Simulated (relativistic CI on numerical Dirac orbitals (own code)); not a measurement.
**Co+ in a cubic cluster: L2,3 absorption with charge transfer**

Computed with a charge-transfer multiplet model of a cubic metal-ligand cluster with up to 2 ligand holes, Slater and spin-orbit integrals from Dirac-Coulomb-Breit ions, Slater integrals scaled by 0.9. The ground state mixes d8 with configurations of k ligand holes L, whose averages lie at kΔ + k(k − 1)U_dd/2; a core hole lowers each added d electron by U_cd. 300 K, Lorentzian 0.4 eV and Gaussian 0.3 eV FWHM.

Atomic integrals in eV (Slater integrals scaled, ζ unscaled), ground: F2dd 9.320, F4dd 5.741, zeta_d 0.056; with the core hole: F2dd 9.320, F4dd 5.741, zeta_d 0.075, zeta_core 9.677, F2cd 5.986, G1cd 4.436, G3cd 2.520.

Cluster parameters (eV): Δ = 7.3, U_cd = 7.2, 10Dq = 0.95, 10Dq(ligand) = 0.4, V(eg) = 2.25, V(t2g) = -1.2, final-state hopping factor = 1.

```tsv
Case	n_d	d8	d9L	d10L2	S
U_dd = 4.3 eV	8.11	0.90	0.10	0.00	1.00
U_dd = 5 eV	8.11	0.90	0.10	0.00	1.00
U_dd = 5.7 eV	8.11	0.90	0.10	0.00	1.00
U_dd = 6.4 eV	8.11	0.90	0.10	0.00	1.00
U_dd = 7.8 eV	8.10	0.90	0.10	0.00	1.00
```

Weights, n_d and S are thermal averages at 300 K. Photon energies count from the first peak over 30 % of the highest in each spectrum, which can be another peak from case to case. The parameters are a model scan and need not match a compound or its usual spin state. Peaks in eV (height, largest 100):
- U_dd = 4.3 eV: 0.0 (100), 1.7 (23), 14.6 (25), 15.6 (25)
- U_dd = 5 eV: 0.0 (100), 1.8 (25), 14.6 (25), 15.7 (26)
- U_dd = 5.7 eV: 0.0 (100), 1.8 (25), 14.6 (26), 15.7 (26)
- U_dd = 6.4 eV: 0.0 (100), 1.8 (26), 2.8 (5), 14.6 (25), 15.7 (26)
- U_dd = 7.8 eV: 0.0 (100), 1.9 (27), 2.9 (5), 14.6 (26), 15.8 (27)

Curve for U_dd = 6.4 eV (points under 2 left out, the grid thinned):

```json
{"E (eV)": "-1.7", "Intensity": "2.2"}
{"E (eV)": "-1.5", "Intensity": "2.9"}
{"E (eV)": "-1.3", "Intensity": "3.8"}
{"E (eV)": "-1.1", "Intensity": "5.4"}
{"E (eV)": "-1.0", "Intensity": "6.6"}
{"E (eV)": "-0.8", "Intensity": "10.8"}
{"E (eV)": "-0.6", "Intensity": "20.3"}
{"E (eV)": "-0.4", "Intensity": "44.4"}
{"E (eV)": "-0.2", "Intensity": "84.8"}
{"E (eV)": "0.0", "Intensity": "100.0"}
{"E (eV)": "0.2", "Intensity": "67.0"}
{"E (eV)": "0.3", "Intensity": "47.0"}
{"E (eV)": "0.5", "Intensity": "22.2"}
{"E (eV)": "0.7", "Intensity": "13.2"}
{"E (eV)": "0.9", "Intensity": "10.9"}
{"E (eV)": "1.1", "Intensity": "10.8"}
{"E (eV)": "1.3", "Intensity": "11.5"}
{"E (eV)": "1.5", "Intensity": "16.7"}
{"E (eV)": "1.7", "Intensity": "25.2"}
{"E (eV)": "1.8", "Intensity": "26.1"}
{"E (eV)": "2.0", "Intensity": "17.6"}
{"E (eV)": "2.2", "Intensity": "8.8"}
{"E (eV)": "2.4", "Intensity": "5.3"}
{"E (eV)": "2.6", "Intensity": "4.6"}
{"E (eV)": "2.8", "Intensity": "5.0"}
{"E (eV)": "3.0", "Intensity": "4.1"}
{"E (eV)": "3.1", "Intensity": "3.3"}
{"E (eV)": "3.3", "Intensity": "2.1"}
{"E (eV)": "13.8", "Intensity": "2.8"}
{"E (eV)": "14.0", "Intensity": "4.9"}
{"E (eV)": "14.2", "Intensity": "10.3"}
{"E (eV)": "14.4", "Intensity": "21.1"}
{"E (eV)": "14.6", "Intensity": "25.4"}
{"E (eV)": "14.8", "Intensity": "16.3"}
{"E (eV)": "14.9", "Intensity": "12.0"}
{"E (eV)": "15.1", "Intensity": "8.7"}
{"E (eV)": "15.3", "Intensity": "11.8"}
{"E (eV)": "15.5", "Intensity": "21.6"}
{"E (eV)": "15.7", "Intensity": "26.2"}
{"E (eV)": "15.9", "Intensity": "17.5"}
{"E (eV)": "16.1", "Intensity": "10.1"}
{"E (eV)": "16.2", "Intensity": "7.7"}
{"E (eV)": "16.4", "Intensity": "4.3"}
{"E (eV)": "16.6", "Intensity": "2.8"}
{"E (eV)": "16.8", "Intensity": "2.0"}
```

For the case U_dd = 5.7 eV, Δ = 7.3 eV is larger than U_dd = 5.7 eV, the Mott-Hubbard side of the Zaanen-Sawatzky-Allen scheme. With the core hole the configuration with one ligand hole lies at Δ + U_dd − U_cd = 4.4, 5.1, 5.8, 6.5, 7.9 eV from the one without, in the order of the table; where this is negative the screened configuration lies lower.
